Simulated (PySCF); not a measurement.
A spin–spin coupling run with PySCF (density fitting, non-relativistic, gas phase) on `FC[C@@H]1C(=O)[C@@H](C(F)(F)F)O1`, C5H4F4O2:

```
$ OMP_NUM_THREADS=1 python probes_run.py task.json out

{"job": {"kind": "j", "xc": "B3LYP", "basis": "pcJ-1"}, "charge": 0, "multiplicity": 1}
O      0.011875     1.559323    -1.462095
C      0.019718     0.707732    -0.638415
C      0.885540    -0.509160    -0.302894
C      2.289729    -0.199405     0.133470
F      2.276791     0.887174     0.968469
O      0.010717    -0.800550     0.794737
C     -0.830581     0.317312     0.577331
C     -2.260210    -0.082030     0.271638
F     -2.979660     1.002676    -0.003986
F     -2.309694    -0.899238    -0.783420
F     -2.820414    -0.708753     1.300664
H      0.875683    -1.299910    -1.075448
H      2.912806     0.023577    -0.748951
H      2.716283    -1.061700     0.672607
H     -0.825230     1.048036     1.405184
```

Hardware: 1 thread of an Arm Neoverse V2, shared host. The job also computes field gradients.

(1) How large is the calculation?

(2) How long does it take, and how much memory does it need?

(3) And these other runs on the same molecule and hardware: GIAO shielding at PBE0/pcSseg-1; GIAO shielding at wB97X-D/pcSseg-2?

Answers

(1) 86 electrons, 337 basis functions and 1175 auxiliary functions.

(2) 2.1 min of wall time, with 15 SCF cycles; peak memory 1.6 GiB. Times on a shared host scatter by some tens of per cent.

(3) PBE0/pcSseg-1: 207 functions, 30 s; wB97X-D/pcSseg-2: 452 functions, 2.8 min.
